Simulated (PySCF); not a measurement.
**Two-dimensional NMR puzzle**

Compound of formula C₉H₁₃N. Correlations simulated from computed shifts and the bond graph:

HSQC (one-bond C–H):
| δH | δC |
| --- | --- |
| 7.54 | 136.4 |
| 7.39 | 131.5 |
| 7.26 | 127.9 |
| 7.07 | 123.5 |
| 2.70 | 45.5 |
| 2.48 | 19.6 |

COSY cross peaks (H two or three bonds apart, from the bond graph; peaks can be absent where the dihedral angle is near 90°):
| δH | δH |
| --- | --- |
| 7.54 | 7.26 |
| 7.39 | 7.26 |
| 7.39 | 7.07 |

HMBC (two and three bonds, from the bond graph):
| δH | δC |
| --- | --- |
| 7.54 | 158.1, 138.2, 131.5, 127.9, 19.6 |
| 7.39 | 158.1, 136.4, 127.9, 123.5 |
| 7.26 | 138.2, 136.4, 131.5, 123.5 |
| 7.07 | 158.1, 138.2, 131.5, 127.9 |
| 2.70 | 158.1, 45.5 |
| 2.48 | 158.1, 138.2, 136.4 |

Carbons without hydrogens: δ 158.1, 138.2.

Relativity neglected, averaged over atoms made equivalent by symmetry, fast rotation or ring inversion, isolated molecule, one conformer. Structure optimised with GFN2-xTB; NMR shieldings at PBE0/pcSseg-1/GIAO; PySCF 2.14.

Shifts are taken against calculated references (same method and geometry level): TMS for $^{1}$H (σ = 31.72 ppm) and $^{13}$C (σ = 186.93 ppm).

Exchangeable hydrogens are left out of these lists.

Task: Work out the connectivity.

Result: `c1cc(C)c(N(C)C)cc1`.

Atom-mapped SMILES (the numbers label the heavy atoms): `[CH3:1][c:2]1[cH:3][cH:4][cH:5][cH:6][c:7]1[N:8]([CH3:9])[CH3:10]`; H(Xn) means a hydrogen on atom n.

δC 158.1 is C7, an aromatic carbon bearing nitrogen. δC 138.2 is C2, a substituted aromatic carbon. δC 136.4 is C3, an aromatic CH (δH 7.54). δC 131.5 is C5, an aromatic CH (δH 7.39). δC 127.9 is C4, an aromatic CH (δH 7.26). δC 123.5 is C6, an aromatic CH (δH 7.07). δC 45.5 is C9/C10, a methyl carbon bonded to N (δH 2.70). δC 19.6 is C1, a methyl carbon on an aromatic ring (δH 2.48). HMBC from δH 7.54 reaches the proton-free carbons C7, C2. HMBC from δH 7.39 reaches the proton-free carbon C7. HMBC from δH 7.26 reaches the proton-free carbon C2. HMBC from δH 7.07 reaches the proton-free carbons C7, C2. COSY links 7.54–7.26, 7.39–7.26, 7.39–7.07.

The shifts were computed for this structure.

Shifts are as computed. Against solution values, carbons near 30 ppm lie about +3 ppm off and those near 130 ppm about +5 ppm. Of 1211 compounds with measured shifts, 218 miss one by over three times the rms of a fit or turn the order of signals round; such compounds aren't used in these exercises.
